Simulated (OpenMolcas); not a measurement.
Computed levels of 4d5 in ions with 41 electrons, in cm-1 above 6S 5/2.

```json
{
 "Program": "OpenMolcas 26.06",
 "Method": "MS-CASPT2, IPEA 0.25 Eh, imaginary shift 0.1 Eh",
 "Basis": "ANO-R2",
 "Scalar Hamiltonian": "X2C, finite nucleus",
 "Spin-orbit coupling": "state interaction with AMFI integrals over the reference wave functions, term energies averaged over their components"
}
```

Active space for each ion: 5 electrons in 5 orbitals (4d); closed shells correlated by CASPT2: 4s 4p.

```csv
Level,Ru3+,Pd5+,Ag6+
4G 5/2,23840,28680,31130
4G 7/2,24060,29260,31970
4G 11/2,24140,29450,32240
4G 9/2,24200,29590,32430
4P 3/2,26670,32020,34770
4P 1/2,27380,33270,36330
4D 7/2,28480,34810,38090
4D 1/2,29340,36480,40200
4D 5/2,29880,37150,40900
```

Question: Estimate 4G 5/2, 4G 7/2 for Rh4+ from its neighbours Ru3+ and Pd5+.

Answer: 4G 5/2 is another term, which grows about linearly with the charge: (23840 + 28680) / 2 = 26260. The calculation gives 26590, so the estimate is off by -1.2 %.
4G 7/2 is another term, which grows about linearly with the charge: (24060 + 29260) / 2 = 26660. The calculation gives 26940, so the estimate is off by -1.0 %.

Mixed levels, with the weight of the term that names them: Ru3+ 4P 3/2 (59 %), Ru3+ 4P 1/2 (70 %), Ru3+ 4D 1/2 (71 %), Ru3+ 4D 5/2 (59 %), Rh4+ 4P 3/2 (56 %), Rh4+ 4P 1/2 (68 %), Rh4+ 4D 1/2 (68 %), Rh4+ 4D 5/2 (57 %), Pd5+ 4P 3/2 (55 %), Pd5+ 4P 1/2 (67 %), Pd5+ 4D 1/2 (67 %), Pd5+ 4D 5/2 (55 %), Ag6+ 4P 3/2 (53 %), Ag6+ 4P 1/2 (65 %), Ag6+ 4D 1/2 (66 %), Ag6+ 4D 5/2 (54 %).

CASPT2 breaks the degeneracy within a term, and the mean is taken; among the terms shown or strongly mixed into the levels shown the widest spread is 630 cm-1 (4d5 4G, Rh4+). Blocks of more than 70 roots (2S+1 = 2 even) ran without multistate coupling. Only configurations of the active space appear.
